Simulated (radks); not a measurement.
Q: The mean radii <r> (bohr) of the occupied orbitals of an atom or ion are listed with their occupations. All-electron calculation, scalar-relativistic Kohn-Sham, Slater X-alpha with alpha = 0.686, spin-polarised, spherical densities, finite nucleus; Fermi nuclear charge, rms radius of each element as measured or else 0.836 A^(1/3) + 0.57 fm. Program: a radial shooting solver on a logarithmic mesh with Libxc functionals.

orbital  occ.      <r>
1s up       1  0.09118
1s down     1  0.09118
2s up       1   0.4458
2s down     1   0.4456
2p up       3   0.4075
2p down     3   0.4073
3s up       1    1.534
3s down     1    1.542
3p up       3    1.841
3p down     2    1.878

Name the element and its charge. Open shells, if any, are filled with parallel spins first.

A: Z = 17, chlorine, charge 0: Cl in [Ne] 3s2 3p5. The 1s radius gives Z: for a bare nucleus <r> = (2 gamma + 1)/(2Z) with gamma = sqrt(1 - (Z/c)^2), 0.08778 bohr for Z = 17, and screening makes it slightly larger (0.09118 here). The occupations add up to 17, and the charge is Z minus that.
